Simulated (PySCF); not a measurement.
Bi(Et)(OH)2 (C₂H₇BiO₂), SMILES C[CH2][Bi]([OH])[OH].

Geometry: PBE-D3(BJ)/def2-SVP. The structure was generated by enumeration; whether it is a known compound was not checked. The def2 effective core potentials stand for the cores of Bi; spin–orbit coupling is left out. Other conformers were not sampled.

Computed with PBE-D3(BJ)/def2-SVP (PySCF 2.14.0).

Frequencies are harmonic and unscaled.

```json
[
 {"mode": "1", "ν (cm⁻¹)": "45", "IR (km/mol)": "9.4", "moving atoms (share of kinetic energy)": "H 36 %, O 33 %, C 30 %"},
 {"mode": "2", "ν (cm⁻¹)": "112", "IR (km/mol)": "33.4", "moving atoms (share of kinetic energy)": "H 49 %, O 41 %"},
 {"mode": "3", "ν (cm⁻¹)": "136", "IR (km/mol)": "8.4", "moving atoms (share of kinetic energy)": "H 40 %, O 34 %, C 22 %"},
 {"mode": "4", "ν (cm⁻¹)": "161", "IR (km/mol)": "7.5", "moving atoms (share of kinetic energy)": "O 62 %, C 20 %, H 14 %"},
 {"mode": "5", "ν (cm⁻¹)": "196", "IR (km/mol)": "25.5", "moving atoms (share of kinetic energy)": "H 50 %, O 42 %"},
 {"mode": "6", "ν (cm⁻¹)": "240", "IR (km/mol)": "12.0", "moving atoms (share of kinetic energy)": "H 47 %, C 34 %, Bi 10 %, O 9 %"},
 {"mode": "7", "ν (cm⁻¹)": "259", "IR (km/mol)": "39.0", "moving atoms (share of kinetic energy)": "H 66 %, C 27 %"},
 {"mode": "8", "ν (cm⁻¹)": "287", "IR (km/mol)": "86.0", "moving atoms (share of kinetic energy)": "H 87 %, O 9 %"},
 {"mode": "9", "ν (cm⁻¹)": "425", "IR (km/mol)": "19.7", "moving atoms (share of kinetic energy)": "C 71 %, H 24 %"},
 {"mode": "10", "ν (cm⁻¹)": "517", "IR (km/mol)": "66.9", "moving atoms (share of kinetic energy)": "O 89 %, Bi 8 %"},
 {"mode": "11", "ν (cm⁻¹)": "530", "IR (km/mol)": "33.6", "moving atoms (share of kinetic energy)": "O 91 %"},
 {"mode": "12", "ν (cm⁻¹)": "636", "IR (km/mol)": "18.0", "moving atoms (share of kinetic energy)": "H 83 %, C 17 %"},
 {"mode": "13", "ν (cm⁻¹)": "814", "IR (km/mol)": "49.9", "moving atoms (share of kinetic energy)": "H 93 %"},
 {"mode": "14", "ν (cm⁻¹)": "842", "IR (km/mol)": "33.9", "moving atoms (share of kinetic energy)": "H 93 %"},
 {"mode": "15", "ν (cm⁻¹)": "897", "IR (km/mol)": "2.5", "moving atoms (share of kinetic energy)": "H 92 %"},
 {"mode": "16", "ν (cm⁻¹)": "920", "IR (km/mol)": "12.9", "moving atoms (share of kinetic energy)": "H 87 %, C 13 %"},
 {"mode": "17", "ν (cm⁻¹)": "1026", "IR (km/mol)": "4.7", "moving atoms (share of kinetic energy)": "C 78 %, H 22 %"},
 {"mode": "18", "ν (cm⁻¹)": "1128", "IR (km/mol)": "18.3", "moving atoms (share of kinetic energy)": "H 67 %, C 33 %"},
 {"mode": "19", "ν (cm⁻¹)": "1197", "IR (km/mol)": "0.3", "moving atoms (share of kinetic energy)": "H 75 %, C 25 %"},
 {"mode": "20", "ν (cm⁻¹)": "1335", "IR (km/mol)": "3.6", "moving atoms (share of kinetic energy)": "H 82 %, C 18 %"},
 {"mode": "21", "ν (cm⁻¹)": "1388", "IR (km/mol)": "1.5", "moving atoms (share of kinetic energy)": "H 89 %, C 11 %"},
 {"mode": "22", "ν (cm⁻¹)": "1420", "IR (km/mol)": "9.9", "moving atoms (share of kinetic energy)": "H 97 %"},
 {"mode": "23", "ν (cm⁻¹)": "1428", "IR (km/mol)": "4.1", "moving atoms (share of kinetic energy)": "H 96 %"},
 {"mode": "24", "ν (cm⁻¹)": "2947", "IR (km/mol)": "32.9", "moving atoms (share of kinetic energy)": "H 97 %"},
 {"mode": "25", "ν (cm⁻¹)": "2984", "IR (km/mol)": "13.8", "moving atoms (share of kinetic energy)": "H 95 %"},
 {"mode": "26", "ν (cm⁻¹)": "3021", "IR (km/mol)": "19.0", "moving atoms (share of kinetic energy)": "H 91 %, C 9 %"},
 {"mode": "27", "ν (cm⁻¹)": "3039", "IR (km/mol)": "3.8", "moving atoms (share of kinetic energy)": "H 91 %, C 9 %"},
 {"mode": "28", "ν (cm⁻¹)": "3053", "IR (km/mol)": "21.0", "moving atoms (share of kinetic energy)": "H 90 %, C 10 %"},
 {"mode": "29", "ν (cm⁻¹)": "3684", "IR (km/mol)": "16.1", "moving atoms (share of kinetic energy)": "H 94 %"},
 {"mode": "30", "ν (cm⁻¹)": "3684", "IR (km/mol)": "33.0", "moving atoms (share of kinetic energy)": "H 94 %"}
]
```
